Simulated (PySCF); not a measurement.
Start geometry of `O[Se](F)(F)(F)(F)F` (Se(OH)F5) from GFN2-xTB (Å):
```
atom  x, y, z in Å
Se1    0.1450   -0.1580   -0.1908
O2     0.0595   -0.1122    1.4639
H3    -0.6006    0.5092    1.8531
F4     0.2151   -0.0803   -1.9692
F5     1.7981   -0.0985   -0.2979
F6    -1.6812   -0.0275   -0.3339
F7     0.0942    1.6678   -0.3014
F8     0.1080   -1.7862   -0.3075
```

**Question.** What comes out of this run: PBE0-D3(BJ)/def2-SVP geometry optimisation, gas phase (PySCF)?

**Answer.** 
```
atom  x, y, z in Å
Se1    0.1060   -0.0907   -0.2480
O2     0.0957   -0.1013    1.4865
H3    -0.5828    0.5280    1.7787
F4     0.1219   -0.0867   -1.9581
F5     1.8124   -0.0951   -0.2583
F6    -1.6161   -0.0735   -0.3097
F7     0.0977    1.6311   -0.2918
F8     0.1034   -1.7974   -0.2829
```

The energy falls by 17.2 kcal/mol over 12 energy and gradient evaluations, the largest force component goes from 0.1242 to 1.4e-04 Eh/bohr, and the atoms move by 0.065 Å rms after alignment. The bond that changes most is Se1–F6 (ends: selenium bonded to 5 F and O; fluorine bonded to Se), which shortens by 0.113 Å. Bonds longer at the end by more than 0.005 Å: 3 of 7; shorter: 4. Among the angles that change most is Se1–O2–H3, from 116.5° to 107.5°. Rotational constants go from 2315, 2241, 2172 to 2313, 2285, 2253 MHz. The orientation of the end geometry is arbitrary; only internal coordinates are fixed.

The run used 121 basis functions and 82 SCF cycles in all. On Arm Neoverse V1, one thread (shared host), this took 81 s of wall time and 0.48 GiB of memory at its peak.

PBE0-D3(BJ)/def2-SVP frequencies: not computed here.
